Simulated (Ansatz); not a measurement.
Reaction (ligand exchange at a B–N bond): `BNB(C)N` + `O[SiH3]` → `CB(N)O[SiH3]` + `BN`

Program: Ansatz. Geometries: PBE0-D4/def2-TZVP. ΔE: electronic, gas phase. CBS: MP2 limit from def2 TZ/QZ plus the TZ coupled-cluster correction, frozen cores. This one scheme is used for every species. Functionals use def2-TZVPP. Each species was taken in one conformer, which may not be the lowest.

`BNB(C)N`:

Z-matrix (Å, degrees):
```
C
B 1 1.575
H 1 1.092 2 113.6
H 1 1.095 2 110.8 3 -121.2
H 1 1.095 2 110.7 3 121.1
N 2 1.461 1 118.8 3 179.2
N 2 1.398 1 121.4 3 -0.8
B 6 1.397 2 129.3 1 -179.8
H 6 1.010 2 114.5 1 0.1
H 7 1.005 2 123.2 1 -179.9
H 7 1.003 2 122.3 1 0.1
H 8 1.198 6 120.0 2 179.9
H 8 1.200 6 119.9 2 -0.0
```

`O[SiH3]`:

Cartesian coordinates in Å:
```
O 0.156 -0.424 1.199
Si -0.091 -0.036 -0.383
H 0.450 0.270 1.789
H -1.136 1.013 -0.535
H -0.533 -1.286 -1.043
H 1.155 0.463 -1.028
```

`CB(N)O[SiH3]`:

Z-matrix (Å, degrees):
```
C
B 1 1.577
H 1 1.095 2 110.8
H 1 1.095 2 110.8 3 117.7
H 1 1.092 2 113.5 3 -121.2
N 2 1.401 1 122.1 3 121.0
O 2 1.382 1 121.2 3 -59.0
H 6 1.003 2 123.2 1 0.0
H 6 1.005 2 122.2 1 -179.9
Si 7 1.638 2 132.9 1 0.0
H 10 1.488 7 111.1 2 -60.4
H 10 1.488 7 111.1 2 60.5
H 10 1.483 7 107.5 2 -179.9
```

`BN`:

Cartesian coordinates in Å:
```
B 0.188 -0.602 0.262
N -0.194 0.619 -0.270
H 1.350 -0.889 0.281
H -0.654 -1.338 0.689
H -1.151 0.924 -0.317
H 0.460 1.285 -0.645
```

| level | ΔE (kJ/mol) | difference from CCSD(T)/CBS |
| --- | --- | --- |
| r2SCAN-D4 | -50.1 | -3.8 |
| B97M-V | -51.9 | -5.6 |
| CAM-B3LYP-D4 | -52.6 | -6.3 |
| ωB97X-V | -49.3 | -3.0 |
| B2PLYP | -49.4 | -3.1 |
| PBE-QIDH | -46.7 | -0.4 |
| BLYP | -49.8 | -3.5 |
| r2SCAN0 | -49.4 | -3.1 |
| CAM-B3LYP | -51.5 | -5.2 |
| MP2/def2-SVP | -55.2 | -8.9 |
| CCSD(T)/CBS | -46.3 | 0 |

Largest T1 diagnostic among the species: 0.012.

Leaving LDA and LC-ωPBE aside and taking each functional with its dispersion term where it has one, the values, not all of them listed here, spread over 8.7 kJ/mol, from BHLYP-D4 to revPBE-D4. At CCSD(T), def2-SVP lies −10.1 kJ/mol from the extrapolated value and def2-TZVPP −1.5 kJ/mol. In def2-TZVPP, CCSD(T) changes the Hartree–Fock value by +6.3 kJ/mol (the triples alone add +0.7 kJ/mol) and MP2 by +7.8 kJ/mol.
